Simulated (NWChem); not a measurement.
Species: CH$_{5}$BrOSi; SMILES C[SiH](O)Br

```xyz
9

Si    -0.0875    -1.0806     0.3945
C      1.4749    -1.7872    -0.3075
O     -1.3574    -1.8397    -0.3517
Br    -0.1632     1.1235    -0.0157
H     -0.1790    -1.2015     1.8773
H      1.5231    -2.8696    -0.1102
H      2.3561    -1.3073     0.1433
H      1.5080    -1.6288    -1.3957
H     -2.2450    -1.5505    -0.1195
```
Atoms are numbered in this order, from 1.

Results from NWChem. Coordinates come from a PBE0/def2-SVP optimisation. Level: PBE0/def2-SVP with SMD (1 M gas to 1 M solution), gas-phase geometry. Reactions with the solvent are ignored.

For solvent water:

| Quantity | Result |
|---|---|
| cavity-dispersion-structure term (kcal/mol) | 2.2 |
| dipole in solution (D) | 1.63 |

### Question
How do the values read with solvent n-hexane instead?

### Answer
The cavity-dispersion-structure term (kcal/mol) is -2.5 and the dipole in solution (D) comes out as 1.50.
